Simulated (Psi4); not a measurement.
Noncovalent pair: GeH4 (SMILES [GeH4]) (first 5 atoms) with CH2F2 (SMILES FCF); geometry from B3LYP-D3(BJ)/def2-TZVP, rigid monomers moved along the line of their centres of mass till Ge1···F6 is 6.04 Å.
(charge 0, multiplicity 1):
```xyz
10

Ge    -0.700     0.535     0.347
H     -0.860     0.619    -1.180
H     -0.375    -0.919     0.727
H     -2.013     0.956     1.020
H      0.443     1.452     0.796
F      0.733    -0.645     6.098
C      1.626    -1.673     6.178
F      2.827    -1.236     5.709
H      1.277    -2.487     5.542
H      1.738    -1.954     7.226
```

Computed with SAPT0/aug-cc-pVDZ (Psi4).

Task: Which attractive term is largest, and how does the interaction split up?

Result: electrostatics -0.1, exchange 0.0, induction 0.0, dispersion -0.2, total -0.4 kJ/mol; the largest attraction is dispersion.
